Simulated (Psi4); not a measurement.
Br₃Ti (SMILES [Br][Ti]([Br])[Br]), doublet, at a GFN2-xTB geometry (such geometries of metal compounds can be far from the true shape) (the multiplicity is a formal guess); HF/def2-SV(P) (Psi4).

Here is a job for Psi4.
```
memory 2 GB

molecule mol {
0 2
  Ti   -0.277942    0.256626    0.509917
  Br   -1.663306   -1.447197   -0.343932
  Br    0.032838    1.930198   -1.119157
  Br    1.805174   -0.644309    1.142570
}

set basis def2-sv(p)
set reference uhf

energy('scf')
print_variables()
```

Q: Write the output that Psi4 gives for this input, abridged.

A: 
```
   => Loading Basis Set <=

    Name: DEF2-SV(P)
    Role: ORBITAL
    Keyword: BASIS

         ---------------------------------------------------------
                                   SCF
               by Justin Turney, Rob Parrish, Andy Simmonett
                          and Daniel G. A. Smith
                              UHF Reference
         ---------------------------------------------------------

  ==> Geometry <==

    Molecular point group: c1
    Full point group: C1

    Geometry (in Angstrom), charge = 0, multiplicity = 2:

       Center              X                  Y                   Z               Mass
    ------------   -----------------  -----------------  -----------------  -----------------
         TI          -0.279560389241     0.258120437047     0.512886255866    47.947941980000
         BR          -1.664924389241    -1.445702562953    -0.340962744134    78.918337600000
         BR           0.031219610759     1.931692437047    -1.116187744134    78.918337600000
         BR           1.803555610759    -0.642814562953     1.145539255866    78.918337600000

  Running in c1 symmetry.

  Rotational constants: A =      0.02760  B =      0.02760  C =      0.01435 [cm^-1]
  Rotational constants: A =    827.33511  B =    827.33477  C =    430.22931 [MHz]
  Nuclear repulsion = 1022.886227353736786

  Charge       = 0
  Multiplicity = 2
  Electrons    = 127
  Nalpha       = 64
  Nbeta        = 63

  ==> Algorithm <==

  SCF Algorithm Type is DF.
  DIIS enabled.
  MOM disabled.
  Fractional occupation disabled.
  Guess Type is SAD.
  Energy threshold   = 1.00e-06
  Density threshold  = 1.00e-06
  Integral threshold = 1.00e-12

  ==> Primary Basis <==

  Basis Set: DEF2-SV(P)
    Blend: DEF2-SV(P)
    Number of shells: 46
    Number of basis functions: 120
    Number of Cartesian functions: 131
    Spherical Harmonics?: true
    Max angular momentum: 2

   => Loading Basis Set <=

    Name: (DEF2-SV(P) AUX)
    Role: JKFIT
    Keyword: DF_BASIS_SCF

  ==> Integral Setup <==

  SCF_SUBTYPE=INCORE selected. In-core MEM_DF algorithm will be used.
  Using in-core AOs.

  ==> MemDFJK: Density-Fitted J/K Matrices <==

    J tasked:                   Yes
    K tasked:                   Yes
    wK tasked:                   No
    Algorithm:                 Core
    Schwarz Cutoff:           1E-12
    Mask sparsity (%):      17.0833
    Fitting Condition:        1E-10

   => Auxiliary Basis Set <=

  Basis Set: (DEF2-SV(P) AUX)
[...]
   @DF-UHF iter  11: -8564.81063896957676   -6.98356e-07   1.56876e-06 DIIS
   @DF-UHF iter  12: -8564.81063911033016   -1.40753e-07   5.86824e-07 DIIS
  Energy and wave function converged.

  ==> Post-Iterations <==

   @Spin Contamination Metric:   8.747760111E-03
   @S^2 Expected:                7.500000000E-01
   @S^2 Observed:                7.587477601E-01
   @S   Expected:                5.000000000E-01
   @S   Observed:                5.000000000E-01

    Orbital Energies [Eh]
    ---------------------

    Alpha Occupied:

[...]
      64A     -0.402939

    Alpha Virtual:

[...]
    Beta Occupied:

[...]
    Beta Virtual:

[...]
    Final Occupation by Irrep:
              A
    DOCC [    63 ]
    SOCC [     1 ]
    NA   [    64 ]
    NB   [    63 ]

  @DF-UHF Final Energy: -8564.81063911033016

   => Energetics <=

    Nuclear Repulsion Energy =           1022.8862273537367855
    One-Electron Energy =              -13952.2128639688216936
    Two-Electron Energy =                4364.5159975047554326
    Total Energy =                      -8564.8106391103301576

  UHF NO Occupations:
  HONO-2 :   62  A 1.9986700
  HONO-1 :   63  A 1.9986700
  HONO-0 :   64  A 1.0000000
  LUNO+0 :   65  A 0.0013300
  LUNO+1 :   66  A 0.0013300
  LUNO+2 :   67  A 0.0009308
  LUNO+3 :   68  A 0.0002618

Computation Completed

Properties will be evaluated at   0.000000,   0.000000,   0.000000 [a0]

Properties computed using the SCF density matrix

 Multipole Moments:

 ------------------------------------------------------------------------------------
     Multipole            Electronic (a.u.)      Nuclear  (a.u.)        Total (a.u.)
 ------------------------------------------------------------------------------------

 L = 1.  Multiply by 2.5417464519 to convert [e a0] to [Debye]
 Dipole X            :         -0.2880922           -0.3884321           -0.6765243
 Dipole Y            :          0.2660033            0.3586426            0.6246460
 Dipole Z            :          0.5285568            0.7126242            1.2411810
 Magnitude           :                                                    1.5454443

 ------------------------------------------------------------------------------------

  Variable Map:
  ----------------------------------------------------------------------------
[...]
  Array Variable Map:
  ----------------------------------------------------------------------------
[...]
[...]
```
